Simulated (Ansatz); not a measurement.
GaH₅SeSi (`[SiH3][Se][GaH2]`). The species carries charge 0 and has multiplicity 1. Correlated methods include outer-core shells of Ga, Se, which these sets cover unevenly. Scalar relativity is left out up to krypton.

```xyz
8

Si    0.1102    1.0160    1.0691
Se    0.6206   -1.1982    0.8655
Ga   -0.1046   -1.3942   -1.3348
H     0.8691    1.8294    0.0863
H     0.4905    1.4211    2.4451
H    -1.3422    1.2476    0.8687
H     0.0396   -2.8074   -1.9783
H    -0.6832   -0.1144   -2.0216
```

Question: Give the diagnostics of a CCSD(T)/def2-TZVPP run (frozen core, Ansatz 0.2.0). (An estimate is asked.)

Answer: Computed: T1 = 0.0119, largest single amplitude 0.028, largest double 0.028, (T) share of the correlation energy 3.7 %, 9 CCSD cycles. The RHF solution is stable towards an unrestricted one. T1 lies under the customary mark of 0.02 for closed shells.
